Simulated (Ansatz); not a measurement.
Correlation energies of `[OH][GeH2][B](O)Cl` by basis set

Cartesian coordinates in Å:
```
O 0.416 -0.361 2.155
Ge -0.722 -0.353 0.776
B 0.304 0.224 -0.934
O -0.231 0.071 -2.153
Cl 1.915 0.954 -0.758
H 1.152 0.236 2.003
H -1.875 0.626 1.085
H -1.283 -1.781 0.703
H 0.324 0.384 -2.877
```

Total charge 0; spin multiplicity 1. Correlated methods include outer-core shells of Ge, which these sets cover unevenly. Scalar relativity is left out up to krypton. The geometry is a stationary point of PBE0-D4/def2-TZVP. It is one conformer, not always the lowest. Frozen core, restricted reference, the Gaussian-basis code of Ansatz.

```
     basis      HF (Eh)  MP2 corr.
  def2-SVP  -2711.17056   -0.81889
def2-TZVPP  -2711.81215   -1.02380
def2-QZVPP  -2711.87515   -1.35322
```

Estimate the CCSD correlation energy and the (T) correction in each basis where they were run (hartree).


```tsv
basis	CCSD corr.	(T)
def2-SVP	-0.84923	-0.02180
def2-TZVPP	-1.05321	-0.04093
```
